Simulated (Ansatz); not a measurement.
**Computed against measured: atomisation enthalpy at 298 K**

10 molecules with oxygen; the atomisation enthalpy at 298 K in kJ/mol, computed less measured. Shapes, held fixed at every level: PBE0-D4/def2-TZVP. Flexible molecules stand in one conformer, not always the lowest. Thermal terms are harmonic and unscaled (PBE0-D4/def2-TZVP); the spin-orbit lowering of the free atoms is taken from their spectra. Programs: Ansatz 0.2.0. Measured values: Active Thermochemical Tables, CRC Handbook of Chemistry and Physics, NIST-JANAF tables.

Levels: A = HF/STO-3G; B = BHLYP-D4/def2-TZVPP; C = MP2/def2-SVP; D = CCSD(T)/def2-TZVPP.

```json
{"molecule": "HOI (hypoiodous acid)", "from tabulated heats": "635", "A": "-400", "B": "-86", "C": "-96", "D": "-41"}
{"molecule": "B(OH)F2 (difluorohydroxyborane)", "from tabulated heats": "2280", "A": "-639", "B": "-105", "C": "+7", "D": "-53"}
{"molecule": "CH2O2 (formic acid)", "from tabulated heats": "2030", "A": "-856", "B": "-131", "C": "-53", "D": "-67"}
{"molecule": "CH3O (hydroxymethyl radical)", "from tabulated heats": "1636", "A": "-375", "B": "-62", "C": "-85", "D": "-47"}
{"molecule": "H3NO (hydroxylamine)", "from tabulated heats": "1419", "A": "-621", "B": "-89", "C": "-133", "D": "-58"}
{"molecule": "CH3NO (formamide)", "from tabulated heats": "2286", "A": "-903", "B": "-112", "C": "-105", "D": "-86"}
{"molecule": "C2H3ClO (acetyl chloride)", "from tabulated heats": "2700", "A": "-646", "B": "-128", "C": "-77", "D": "-83"}
{"molecule": "C3H3NO (oxazole)", "from tabulated heats": "3542", "A": "-1057", "B": "-179", "C": "-83", "D": "-124"}
{"molecule": "C2H6O (SMILES COC)", "from tabulated heats": "3175", "A": "-373", "B": "-95", "C": "-140", "D": "-78"}
{"molecule": "C3H8O2 (dimethoxymethane)", "from tabulated heats": "4742", "A": "-741", "B": "-167", "C": "-186", "D": "-121"}
```

(1) Which level does best on this set, which worst, and which err to one side?

Answers

(1) 
```
              level                   kind  mean error  mean absolute error  worst case
          HF/STO-3G           Hartree–Fock      -661.1                661.1      C3H3NO
BHLYP-D4/def2-TZVPP          global hybrid      -115.4                115.4      C3H3NO
       MP2/def2-SVP    perturbation theory       -95.1                 96.5      C3H8O2
 CCSD(T)/def2-TZVPP  coupled cluster or CI       -75.8                 75.8      C3H3NO
```

On this set CCSD(T)/def2-TZVPP has the smallest mean absolute error and HF/STO-3G the largest. HF/STO-3G is too low in 10 of 10; BHLYP-D4/def2-TZVPP is too low in 10 of 10; MP2/def2-SVP is too low in 9 of 10; CCSD(T)/def2-TZVPP is too low in 10 of 10. The molecules' own spin-orbit binding is left out, so errors for heavy halides read too negative. The tabulated value of B(OH)F2 is in doubt (older tables, estimates, or at odds with other calculations) and kept here. Over the 9 molecules whose values aren't doubted the mean absolute errors are A 663.6; B 116.6; C 106.4; D 78.3. For CCSD(T)/def2-TZVPP the error grows with the size of the molecule. Hartree–Fock lacks correlation and underbinds. Rows in very small basis sets show the basis more than the method. Correlated wave functions converge slowly with the basis. Open shells run unrestricted. For atoms past krypton def2 sets carry core potentials with scalar relativity. All-electron rows are non-relativistic unless named. Outer-core shells of I are correlated in most correlated rows, in sets that cover them unevenly. The set is small.
